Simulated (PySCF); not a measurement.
Compound: C₆H₁₁O₂ (doublet state).
Geometry (GFN2-xTB, Å), atoms numbered from 1 in this order:
```xyz
19
C6H11O2 angstrom
C      2.496    0.511    0.285
O      1.311   -0.208    0.540
C      0.557   -0.487   -0.611
C     -0.546   -1.474   -0.226
C     -1.531   -0.794    0.734
C     -1.942    0.514    0.184
C     -0.898    1.376   -0.410
O      0.047    0.670   -1.214
H      2.287    1.457   -0.223
H      3.181   -0.079   -0.336
H      2.951    0.704    1.254
H      1.209   -0.924   -1.390
H     -0.091   -2.348    0.237
H     -1.063   -1.777   -1.137
H     -2.394   -1.436    0.920
H     -1.007   -0.653    1.692
H     -2.917    0.921    0.372
H     -0.337    1.900    0.393
H     -1.321    2.136   -1.071
```

The hyperfine couplings belong to this conformer and change with its torsions.

As a line formula: `CO[C@H]1CC[CH]CO1` [radical].

Method: PySCF, UKS B3LYP, pcH-1 on C H O, non-relativistic, mean-field spin-orbit, GIAO. The structure is a single GFN2-xTB conformer in the gas phase; no vibrational or solvent corrections. The geometry wasn't refined by DFT: couplings that depend on bond lengths, twists or pyramidal angles can differ widely from those at the functional's own minimum. Stability of the SCF solution: not tested.

**Question.** Match the computed a_iso(17O) values -4.3, -1.3 MHz with the sites O2; O8.

**Answer.** 
```csv
site,a_iso (MHz),ρ(0) (bohr⁻³),position,distance from C6 (Å),spin population,largest |T| (MHz)
O2,-1.3,+0.0022,4 bonds from C6,3.35,0.00,0.5
O8,-4.3,+0.0070,2 bonds from C6,2.44,+0.01,7.1
```

**Question.** The isotropic 13C couplings are +96.3, -35.4, -29.0, +25.6, -1.5 MHz. Assign them to C3; C4; C5; C6; C7.

**Answer.** 
```json
{"site": "C3", "a_iso (MHz)": "-1.5", "ρ(0) (bohr⁻³)": "-0.0013", "position": "3 bonds from C6", "distance from C6 (Å)": "2.81", "spin population": "-0.01", "largest |T| (MHz)": "1.3"}
{"site": "C4", "a_iso (MHz)": "+25.6", "ρ(0) (bohr⁻³)": "+0.0228", "position": "2 bonds from C6", "distance from C6 (Å)": "2.46", "spin population": "+0.02", "largest |T| (MHz)": "5.4"}
{"site": "C5", "a_iso (MHz)": "-29.0", "ρ(0) (bohr⁻³)": "-0.0258", "position": "1 bond from C6", "distance from C6 (Å)": "1.48", "spin population": "-0.08", "largest |T| (MHz)": "2.4"}
{"site": "C6", "a_iso (MHz)": "+96.3", "ρ(0) (bohr⁻³)": "+0.0857", "position": "largest spin population", "distance from C6 (Å)": "0.00", "spin population": "+1.01", "largest |T| (MHz)": "159.5"}
{"site": "C7", "a_iso (MHz)": "-35.4", "ρ(0) (bohr⁻³)": "-0.0315", "position": "1 bond from C6", "distance from C6 (Å)": "1.48", "spin population": "-0.07", "largest |T| (MHz)": "3.4"}
```

ρ(0) is the spin density at the nucleus and T the dipolar tensor; entries for several nuclei are means. Largest spin populations (Mulliken): C6 (+1.01), C5 (-0.08), C7 (-0.07) and H16 (+0.06). C6 is the only atom above +0.15. The angles at C6 add up to 358.9°, so it is planar; its axial dipolar tensor and the negative coupling of its proton fit spin in a p orbital normal to that plane.

Class means assume fast exchange of nuclei equivalent by connectivity; if that motion is slow, each nucleus keeps its own coupling.

On an Arm Neoverse V1 with one thread, shared host with 32 logical CPUs at a one-minute load of 22, this took 96 s of wall time (grids of density and orbitals included) and 0.96 GiB of memory at its peak.
